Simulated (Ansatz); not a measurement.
Breaking the C4–H7 bond in C2H6Be (SMILES [BeH][CH2]C) (multiplicity 1 held, fragments rigid). Energies count from the point at 1.093 Å.
Geometry at that point (charge 0, multiplicity 1):
```xyz
9

Be    -1.445    -0.339     0.770
H     -2.689    -0.196     1.224
C      0.126    -0.523     0.198
C      0.701     0.658    -0.611
H      0.170    -1.435    -0.413
H      0.785    -0.731     1.052
H      0.725     1.577    -0.021
H      0.103     0.866    -1.501
H      1.723     0.465    -0.948
```

U- levels take the lowest unrestricted solution at each point, which mixes spins at long bonds. Active spaces are followed from a long bond inwards. Levels need not reach the same state.

Correlated levels freeze the cores.

The values were computed with Ansatz (Gaussian basis) for Hartree–Fock, density functionals and correlated methods. Each number belongs to the level named beside it.

Energies in kcal/mol.

```tsv
R (Å)	U-MP2/cc-pVDZ	U-SCS-MP2/cc-pVDZ	U-CCSD/cc-pVDZ	CASSCF(2,2)/cc-pVDZ	FIC-MRCISD+Q on CASSCF(2,2)/cc-pVDZ
0.874	33.0	33.3	33.3	34.2	33.4
0.983	7.2	7.3	7.3	7.9	7.4
1.093	0.0	0.0	0.0	0.0	0.0
1.202	3.1	2.9	2.8	2.0	2.7
1.311	11.5	11.1	10.8	9.1	10.6
1.475	28.4	27.8	27.0	23.6	26.4
1.639	46.6	45.7	44.0	38.8	43.0
1.912	83.3	83.9	70.1	60.9	67.0
2.185	98.1	99.2	89.6	76.9	84.5
2.513	104.7	105.9	102.3	88.7	97.5
2.950	107.5	108.7	107.3	95.7	105.2
3.496	108.3	109.5	108.5	98.2	108.1
```

Doubts at one or more of the structures used: a spin-contaminated determinant (U-MP2/cc-pVDZ, U-SCS-MP2/cc-pVDZ, U-CCSD/cc-pVDZ); T1 above 0.05 (U-CCSD/cc-pVDZ).

Ansatz is a quantum-chemistry and plane-wave program.
